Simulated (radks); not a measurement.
Results of a calculation; reference values are marked as such.
All-electron atom: Cu2+ in [Ar] 3d6 4s2 4p1 (not the ground configuration).

Level of theory: scalar-relativistic Kohn-Sham, r2SCAN, spin-polarised, spherical densities, finite nucleus; open shells are filled with parallel spins first; meta-GGA in the generalised Kohn-Sham scheme; Fermi nuclear charge, rms radius 3.8823 fm (a radial shooting solver on a logarithmic mesh with Libxc functionals).

Energy parts (eV):
| part | energy |
|---|---|
| total | -44961.311 |
| kinetic | 45637.486 |
| electron-nucleus | -106908.044 |
| Hartree | 18105.280 |
| exchange-correlation | -1796.033 |

Orbitals (lengths in bohr, moments of r in powers of bohr; <r^-3> diverges for s and p1/2; r(max) is where P^2 peaks; r(90%) holds 90 % of the orbital's charge):
orbital  occ.  eigenvalue (eV)  <r^-3>  r(90%)       <r^4>   r(max)
1s up       1        -8933.460       -  0.0932  0.00003450  0.03412
1s down     1        -8933.382       -  0.0932  0.00003450  0.03412
2s up       1        -1132.770       -   0.364    0.007412   0.1965
2s down     1        -1128.852       -   0.363    0.007333   0.1963
2p up       3        -983.4217   704.2   0.338    0.005562   0.1584
2p down     3        -980.4135   707.4   0.337    0.005487   0.1582
3s up       1        -174.6412       -    1.03      0.4786   0.6058
3s down     1        -167.3618       -    1.04      0.4930   0.6078
3p up       3        -129.6637   97.61    1.09      0.6072   0.6091
3p down     3        -122.3946   94.98    1.10      0.6362   0.6120
3d up       5         -57.4618   10.44    1.28       1.230   0.5679
3d down     1         -50.1632   10.02    1.33       1.469   0.5758
4s up       1         -31.4788       -    2.92       30.82    1.755
4s down     1         -28.9720       -    2.99       33.85    1.793
4p up       1         -22.0969   9.644    3.37       54.87    1.995
4p down     0         -19.8864   8.940    3.43       58.67    2.033

The highest occupied level is 4p up at -22.097 eV. The density falls to 0.001 e/bohr^3 at r = 3.75 bohr. Summed over all electrons, <r^2> = 24.92 bohr^2, which gives a Langevin (diamagnetic) susceptibility term of -19.7 x 10^-6 cm^3/mol. Spin moment in Bohr magnetons: 5. The electron density at the nucleus is 2.243e+04 e/bohr^3 (large components only).
